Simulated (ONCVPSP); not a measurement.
## LDA (Perdew-Zunger) ONCV dataset for strontium, scalar-relativistic all-electron reference.

The input file (ONCVPSP 4.0.1):

```
# ATOM AND REFERENCE CONFIGURATION
# atsym  z   nc   nv     iexc    psfile
  Sr 38.00    6    3        3      upf
#
#   n    l    f
    1    0    2.00
    2    0    2.00
    2    1    6.00
    3    0    2.00
    3    1    6.00
    3    2   10.00
    4    0    2.00
    4    1    6.00
    5    0    1.00
#
# PSEUDOPOTENTIAL AND OPTIMIZATION
# lmax
    2
#
#   l,   rc,      ep,       ncon, nbas, qcut
    0    1.75    0.00    4    8    7.60
    1    2.00    0.00    5    9    5.90
    2    1.55    0.44    4    7    6.10
#
# LOCAL POTENTIAL
# lloc, lpopt,  rc(5),   dvloc0
    4    4    1.00    0.00
#
# VANDERBILT-KLEINMAN-BYLANDER PROJECTORs
# l, nproj, debl
    0    2    0.90
    1    2    3.70
    2    2    3.90
#
# MODEL CORE CHARGE
# icmod, fcfact, rcfact
    3    3.50    1.55
#
# LOG DERIVATIVE ANALYSIS
# epsh1, epsh2, depsh
   -3.00    5.00    0.02
#
# OUTPUT GRID
# rlmax, drl
    6.00    0.01
#
# TEST CONFIGURATIONS
# ncnf
    4
# nvcnf
#   n    l    f
    3
    4    0    2.00
    4    1    6.00
    5    0    2.00
#
    3
    4    0    2.00
    4    1    6.00
    5    0    0.00
#
    3
    4    0    2.00
    4    1    6.00
    5    0    1.50
#
    4
    4    0    2.00
    4    1    6.00
    5    0    0.00
    4    2    1.00
#
```

Command:

```bash
oncvpsp.x < Sr.dat > Sr.out
```

Resulting log (shortened: citation, most of the input echo, consistency checks and plot data are left out):

```
ONCVPSP  (Optimized Norm-Conservinng Vanderbilt PSeudopotential)
scalar-relativistic version 4.0.1

#   n    l    f        energy (Ha)
    1    0    2.00    -5.8502849E+02
    2    0    2.00    -7.9439483E+01
    2    1    6.00    -7.0674173E+01
    3    0    2.00    -1.2465124E+01
    3    1    6.00    -9.6369677E+00
    3    2   10.00    -4.9508551E+00
    4    0    2.00    -1.7390393E+00
    4    1    6.00    -1.0737093E+00
    5    0    1.00    -3.1557544E-01

Reference configufation results
  iterations    23
  all-electron total energy (Ha)   -3.17559164D+03

Begin loop to  construct optimized pseudo wave functions
and semi-local pseudopoentials for all angular momenta

Calculating optimized projector #   1

 for l=   0

    Fraction of norm inside rc  0.816314
    Optimizing pswf for qcut=   7.60 a_B^-1,  ecut=  28.89 Ha
    Residual kinetic energy error=  1.91D-07 Ha

    Energy error per electron        Cutoff
         Ha          eV             Ha
         0.01000     0.27211       13.92
         0.00100     0.02721       18.39
         0.00010     0.00272       21.91
         0.00001     0.00027       24.81

Calculating optimized projector #   2

 for l=   0

    Fraction of norm inside rc  0.050706
    Optimizing pswf for qcut=   7.60 a_B^-1,  ecut=  28.89 Ha
    Residual kinetic energy error=  8.85D-08 Ha

    Energy error per electron        Cutoff
         Ha          eV             Ha
         0.01000     0.27211       10.40
         0.00100     0.02721       15.85
         0.00010     0.00272       20.16
         0.00001     0.00027       23.61

   Wellstate for l =  1  n =  7
     eigenvalue =   2.6263
     asymptotic potential =   3.1263
     half-point radius =  4.0486

Calculating optimized projector #   1

 for l=   1

    Fraction of norm inside rc  0.798553
    Optimizing pswf for qcut=   5.89 a_B^-1,  ecut=  17.35 Ha
    Residual kinetic energy error=  5.09D-05 Ha

    Energy error per electron        Cutoff
         Ha          eV             Ha
         0.01000     0.27211        5.53
         0.00100     0.02721       10.49
         0.00010     0.00272       16.10
         0.00001     0.00027       55.26

Calculating optimized projector #   2

 for l=   1

    Fraction of norm inside rc  0.101678
    Optimizing pswf for qcut=   5.89 a_B^-1,  ecut=  17.35 Ha
    Residual kinetic energy error=  2.92D-04 Ha

    Energy error per electron        Cutoff
         Ha          eV             Ha
         0.01000     0.27211        6.85
         0.00100     0.02721       13.73
         0.00010     0.00272       27.29
         0.00001     0.00027       73.30

WARNING wellstate: moderately localized bound state found for n= 4 l=  2
WARNING scattering state with energy  0.05000000
WARNING will be used for the first projector

   Wellstate for l =  2  n =  5
     eigenvalue =   0.0500
     asymptotic potential =   0.5500
     half-point radius =  8.8678

   Wellstate for l =  2  n =  6
     eigenvalue =   3.9500
     asymptotic potential =   4.4500
     half-point radius =  2.7605

Calculating optimized projector #   1

 for l=   2

    Fraction of norm inside rc  0.072477
    Optimizing pswf for qcut=   6.11 a_B^-1,  ecut=  18.64 Ha
    Residual kinetic energy error=  5.37D-05 Ha

    Energy error per electron        Cutoff
         Ha          eV             Ha
         0.01000     0.27211        7.09
         0.00100     0.02721       11.73
         0.00010     0.00272       16.94
         0.00001     0.00027       56.86

Calculating optimized projector #   2

 for l=   2

    Fraction of norm inside rc  0.095990
    Optimizing pswf for qcut=   6.11 a_B^-1,  ecut=  18.64 Ha
    Residual kinetic energy error=  4.55D-03 Ha

    Energy error per electron        Cutoff
         Ha          eV             Ha
         0.01000     0.27211       14.65
         0.00100     0.02721       45.13
         0.00010     0.00272       92.21
         0.00001     0.00027      105.03

Construct Vanderbilt / Kleinmman-Bylander projectors

B matrix Hermiticity error, ll=   0
   1   2    9.7723E-05

  Orthonormal projector coefficients  1.1298E+01  1.1589E+00

B matrix Hermiticity error, ll=   1
   1   2    2.3516E-04

  Orthonormal projector coefficients  7.1376E+00  1.0822E+00

B matrix Hermiticity error, ll=   2
   1   2    1.4422E-04

  Orthonormal projector coefficients  3.9106E+00  1.0732E+00

Model core correction analysis
  based on d2Exc/dn_idn_j

d2excae - all-electron derivatives

   -2.997300D-02   -2.672672D-02   -3.092418D-03
   -2.672688D-02   -2.597976D-02   -5.050802D-03
   -3.091799D-03   -5.047849D-03   -3.938266D-02

d2excps - pseudofunction derivatives with no core correction

   -3.855831D-02   -3.262943D-02   -4.005361D-03
   -3.263029D-02   -2.994871D-02   -5.697639D-03
   -4.004931D-03   -5.694753D-03   -3.948540D-02

rms 2nd derivative error    4.238279E-03

rmatch, rhocmatch    0.9324    5.1091

Teter function model core charge with specified parameters

d2excps - pseudofunction derivatives with core correction

   -2.959857D-02   -2.603127D-02   -3.173401D-03
   -2.603134D-02   -2.498642D-02   -5.104246D-03
   -3.172768D-03   -5.101287D-03   -3.939490D-02

rms 2nd derivative error    4.845744E-04

Pseudoatom total energy  -30.904372

Diagnostic tests using Vanderbilt-Kleinman-Bylander pseudopotentials
  1 or more projectors used as specified by nproj input data

   l    rcore       rmatch      e in        delta e   norm test  slope test

   0   1.7579332   1.8113079  -1.7390393  -0.0000034   1.0000926   1.0000997
   0   1.7579332   1.8113079  -0.3155754   0.0000026   1.0000394   1.0000374

   1   2.0052011   2.0660834  -1.0737093  -0.0000025   1.0000526   1.0000616
   1   2.0052011   2.0660834   2.6262907   0.0000573   1.0001765   1.0001765

   2   1.5504036   1.5974772   0.0500000   0.0000163   1.0001309   1.0001309
   2   1.5504036   1.5974772   3.9500000   0.0000264   1.0003202   1.0003202

 Testing for bound ghosts
   n   l    E NL Schr. Eq   E Basis Diag.   E Cutoff

   1   0       -1.739043       -1.739026     85.08
   2   0       -0.315573       -0.222050     85.08

   2   1       -1.073712       -1.073671     98.39

   3   2       -0.257138       -0.205144    106.78

 Testing for highly-localized positive-energy ghosts
       l    <radius>/rc     E Basis Diag.   E Cutoff

       0        0.359889        5.133284     85.08  WARNING - GHOST(+)

Test configuration 0

   n   l     f        eae           eps        diff
   1   0  2.0000 -585.02849333
   2   0  2.0000  -79.43948264
   2   1  6.0000  -70.67417258
   3   0  2.0000  -12.46512375
   3   1  6.0000   -9.63696770
   3   2 10.0000   -4.95085508
   4   0  2.0000   -1.73903931   -1.73904268   -3.37D-06
   4   1  6.0000   -1.07370933   -1.07371184   -2.51D-06
   5   0  1.0000   -0.31557544   -0.31557283    2.60D-06

    Total energies and differences
      AE_ref= -3.17559164D+03  AE_tst= -3.17559164D+03  dif=  0.00D+00
      PS_ref= -3.09043720D+01  PS_tst= -3.09043720D+01  dif=  7.11D-15
      PSP excitation error= -7.11D-15

Test configuration 1

   n   l     f        eae           eps        diff
   1   0  2.0000 -584.78910396
   2   0  2.0000  -79.20049545
   2   1  6.0000  -70.43517379
   3   0  2.0000  -12.22657174
   3   1  6.0000   -9.39844375
   3   2 10.0000   -4.71236945
   4   0  2.0000   -1.50344041   -1.50346648   -2.61D-05
   4   1  6.0000   -0.83988506   -0.83989438   -9.33D-06
   5   0  2.0000   -0.13397441   -0.13397270    1.71D-06

    Total energies and differences
      AE_ref= -3.17559164D+03  AE_tst= -3.17581447D+03  dif= -2.23D-01
      PS_ref= -3.09043720D+01  PS_tst= -3.11272115D+01  dif= -2.23D-01
      PSP excitation error=  1.32D-05

Test configuration 2

   n   l     f        eae           eps        diff
   1   0  2.0000 -585.31251215
   2   0  2.0000  -79.72274264
   2   1  6.0000  -70.95745156
   3   0  2.0000  -12.74755358
   3   1  6.0000   -9.91934427
   3   2 10.0000   -5.23316261
   4   0  2.0000   -2.01589038   -2.01584546    4.49D-05
   4   1  6.0000   -1.34698982   -1.34697363    1.62D-05

    Total energies and differences
      AE_ref= -3.17559164D+03  AE_tst= -3.17518075D+03  dif=  4.11D-01
      PS_ref= -3.09043720D+01  PS_tst= -3.04934552D+01  dif=  4.11D-01
      PSP excitation error= -2.31D-05

Test configuration 3

   n   l     f        eae           eps        diff
   1   0  2.0000 -584.90247492
   2   0  2.0000  -79.31371242
   2   1  6.0000  -70.54839469
   3   0  2.0000  -12.33962180
   3   1  6.0000   -9.51148279
   3   2 10.0000   -4.82539345
   4   0  2.0000   -1.61533989   -1.61535688   -1.70D-05
   4   1  6.0000   -0.95108137   -0.95108793   -6.55D-06
   5   0  1.5000   -0.22187153   -0.22186934    2.19D-06

    Total energies and differences
      AE_ref= -3.17559164D+03  AE_tst= -3.17572581D+03  dif= -1.34D-01
      PS_ref= -3.09043720D+01  PS_tst= -3.10385425D+01  dif= -1.34D-01
      PSP excitation error=  8.09D-06

Test configuration 4

   n   l     f        eae           eps        diff
   1   0  2.0000 -584.95626008
   2   0  2.0000  -79.36093100
   2   1  6.0000  -70.59616994
   3   0  2.0000  -12.38762754
   3   1  6.0000   -9.55943250
   3   2 10.0000   -4.87281962
   4   0  2.0000   -1.66434012   -1.66467193   -3.32D-04
   4   1  6.0000   -1.00368087   -1.00386314   -1.82D-04
   4   2  1.0000   -0.21125685   -0.21124084    1.60D-05

    Total energies and differences
      AE_ref= -3.17559164D+03  AE_tst= -3.17552559D+03  dif=  6.61D-02
      PS_ref= -3.09043720D+01  PS_tst= -3.08382377D+01  dif=  6.61D-02
      PSP excitation error= -8.42D-05
```

The run took about 3.4 s on one core of a shared server CPU.
